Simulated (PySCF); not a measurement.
**Correlation energy of Fe⁺ (iron, charge +1)**

Starting occupation: [Ar] 3d6 4s1, 3d3/2 with m_j = -3/2, -1/2, +1/2, +3/2, 3d5/2 with m_j = +3/2, +5/2, 4s1/2 with m_j = +1/2. Calculation: PySCF 2.14, in x2c-QZVPPall-2c (11s9p5d4f2g, 109 functions); X2C-1e with screened-nucleus spin-orbit coupling, Gaussian nucleus. Frozen: [Ne]; 15 electrons correlated; the 8 highest virtual spinors left out.

MP2 pair energies summed by pair of shells (mhartree):

```json
{"pair": "3d-3p", "energy": "-203.01", "share (%)": "39.0"}
{"pair": "3d-3d", "energy": "-133.43", "share (%)": "25.6"}
{"pair": "3p-3p", "energy": "-75.62", "share (%)": "14.5"}
{"pair": "3d-3s", "energy": "-38.16", "share (%)": "7.3"}
{"pair": "3p-3s", "energy": "-35.46", "share (%)": "6.8"}
{"pair": "3d-4s", "energy": "-19.63", "share (%)": "3.8"}
{"pair": "3p-4s", "energy": "-10.03", "share (%)": "1.9"}
{"pair": "3s-3s", "energy": "-4.92", "share (%)": "0.9"}
{"pair": "3s-4s", "energy": "-0.85", "share (%)": "0.2"}
```

Total MP2 correlation energy: -521.12 mhartree.

The GHF reference relaxed away from the jj start to a determinant that is no pure jj level (⟨S²⟩ = 8.75, ⟨J²⟩ = 24.76); the energies belong to that determinant.

This basis was not built for core-valence correlation, so the inner-shell part is incomplete.
